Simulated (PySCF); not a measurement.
# How methods differ on the excitation energy of Co

Co [Ar] 3d7 4s2 (4F) → Co [Ar] 3d6 4s2 5s1 (6D), as a difference of total energies. Computed with PySCF 2.14 in aug-cc-pwCVQZ-DK (11s10p8d5f4g3h, 185 functions), with the spin-free X2C one-electron Hamiltonian (Gaussian nucleus). The calculations carry no spin-orbit coupling.

```json
{"method": "UHF", "excitation energy (cm⁻¹)": "65313"}
{"method": "B3LYP", "excitation energy (cm⁻¹)": "84411"}
```

The upper state lies above the first ionisation limit, but in LS coupling its spin forbids autoionisation to the ground ion. A Rydberg-like electron needs more diffuse functions than a valence basis has.

The promoted electron is Rydberg-like, and one or two diffuse shells describe it only roughly, which tends to raise the upper state.
